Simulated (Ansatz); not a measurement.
The same hydrogenolysis along the group O, S, Se.

Computed with Ansatz on PBE0-D4/def2-TZVP structures; ΔE is electronic, products minus reactants. CCSD(T)/CBS adds triple-zeta CCSD(T) − MP2 to the extrapolated MP2 energy (def2 sets, frozen cores). This one scheme is used for every species. DFT in def2-TZVPP. For Ge, Se outer-core shells are correlated without core-valence functions, which leaves a few kJ/mol of doubt a bond. Scalar relativity is left out up to krypton.

```
                                          reaction  ωB97X-V (kJ/mol)  CCSD(T)/CBS(def2) (kJ/mol)
      `C[C](=O)[GeH3]` + H₂ → `O=[CH][GeH3]` + CH₄               -32                         -31
      `C[C](=S)[GeH3]` + H₂ → `S=[CH][GeH3]` + CH₄               -45                         -44
`C[C]([GeH3])=[Se]` + H₂ → `[GeH3][CH]=[Se]` + CH₄               -47                         -46
```

Largest T1 diagnostic: 0.014, for `C[C]([GeH3])=[Se]`.
